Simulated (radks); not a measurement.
Task: Excited configurations of Cs+: one electron is placed in a higher orbital outside [Kr] 4d10 5s2 5p5. The ground configuration is [Xe]. Method: scalar-relativistic Kohn-Sham, PBE, spin-polarised, spherical densities, finite nucleus; open shells are filled with parallel spins first (spin-orbit coupling, left out, can overturn this in heavy ions); Fermi nuclear charge, rms radius 4.8041 fm; computed with a radial shooting solver on a logarithmic mesh with Libxc functionals. Excitation = E - E(ground); binding = E(ion) - E, where the ion is the core of charge +2; n* = 2/sqrt(2 binding) in atomic units, and the quantum defect is n - n*.

| outer orbital | excitation (eV) | binding (eV) | n* | quantum defect | eigenvalue (eV) | <r> (bohr) |
|---|---|---|---|---|---|---|
| 5d | 14.207 | 9.246 | 2.426 | 2.574 | -6.088 | 3.365 |
| 6p | 16.095 | 7.358 | 2.720 | 3.280 | -5.683 | 5.470 |
| 6f | 21.138 | 2.315 | 4.849 | 1.151 | -1.789 | 15.61 |
| 7s | 18.399 | 5.055 | 3.281 | 3.719 | -4.055 | 8.587 |
| 7d | 20.600 | 2.853 | 4.368 | 2.632 | -2.266 | 13.79 |

Estimate the row for 4f.

Result: excitation (eV) 19.078; binding (eV) 4.375; n* 3.527; quantum defect 0.473; eigenvalue (eV) -2.436; <r> (bohr) 5.740. The Delta-SCF ionisation energy is 23.453 eV (NIST Atomic Spectra Database: 23.157 eV, measured). Self-interaction in the functional shifts the binding energies and quantum defects, so they are the method's values and not measured ones. Open shells are spherical and high-spin; term and fine-structure splittings are not resolved. Spin-orbit splitting is averaged out at the scalar-relativistic level.
